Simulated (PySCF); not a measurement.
Correlation energy of Zn (zinc, neutral)

[Ar] 3d9 4s2 4p1, one real determinant (an excited configuration). Calculation: PySCF 2.14, in aug-cc-pwCVDZ-PP with ECP10MDF; a scalar-relativistic core potential. Frozen: 3s2 3p6; 12 electrons correlated.

```
  level  correlation energy (mhartree)
   CCSD                        -404.95
    (T)                         -11.04
CCSD(T)                        -415.99
```

Diagnostics: T1 = 0.021, D1 = 0.0841, largest double amplitude 0.056.

The real determinant used has ⟨L²⟩ near 8 against 12 for a pure F term, so it mixes terms.

Cost of the coupled-cluster step: about 30 core-seconds, for 12 correlated electrons.

The reference is one real determinant that mixes LS terms of this configuration.
